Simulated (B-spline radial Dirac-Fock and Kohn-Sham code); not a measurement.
# Ionisation energies of gadolinium ions, computed and tabulated

Calculated with a B-spline atomic structure program, using Dirac-Fock energy differences between relaxed states, corrected for Breit and QED terms. Each value is the difference of the configuration-average energies of two neighbouring ions in their tabulated ground configurations. The model has no electron correlation. NIST's values refer to the lowest levels; many for high charge states are themselves semi-empirical or theoretical. Where a p, d or f shell is open in either ion the computed value averages over both j values and all terms, while the table refers to the lowest levels; that difference holds spin-orbit splitting (largest in heavy or highly charged ions), term energies where several electrons share open shells, and correlation, and it can reach 10 % or more.

```csv
ion,configuration,computed (eV),NIST (eV),kind,NIST − computed (eV)
Gd⁵⁰⁺,[Ne] 3s2 3p2,4462.1,4578 ± 4,theoretical,+115.85
Gd⁵¹⁺,[Ne] 3s2 3p1,4570.6,4693 ± 4,theoretical,+122.42
Gd⁵²⁺,[Ne] 3s2,4914.0,4914 ± 4,theoretical,-0.04
Gd⁵³⁺,[Ne] 3s1,5025.1,5025 ± 5,theoretical,-0.15
Gd⁵⁴⁺,[He] 2s2 2p6,11511.5,11273 ± 5,theoretical,-238.50
Gd⁵⁵⁺,[He] 2s2 2p5,11805.1,11552 ± 5,theoretical,-253.07
Gd⁵⁶⁺,[He] 2s2 2p4,12101.8,11861 ± 5,theoretical,-240.85
Gd⁵⁷⁺,[He] 2s2 2p3,12401.8,12147 ± 6,theoretical,-254.82
Gd⁵⁸⁺,[He] 2s2 2p2,12705.0,13183 ± 6,theoretical,+478.00
Gd⁵⁹⁺,[He] 2s2 2p1,13011.4,13521 ± 7,theoretical,+509.61
Gd⁶⁰⁺,[He] 2s2,13943.1,13943 ± 10,theoretical,-0.10
Gd⁶¹⁺,[He] 2s1,14224.2,14224.57 ± 0.1,theoretical,+0.37
Gd⁶²⁺,1s2,57780.4,57783.91 ± 0.08,theoretical,+3.51
Gd⁶³⁺,1s1,59065.5,59065.54 ± 0.05,theoretical,+0.06
```

Q: Where in this range is the largest relative jump, and why?

A: From Gd⁶¹⁺ (14224.2 eV) to Gd⁶²⁺ (57780.4 eV), a factor of 4.06. The configuration goes from [He] 2s1 to 1s2, so the next electron comes out of a deeper subshell.
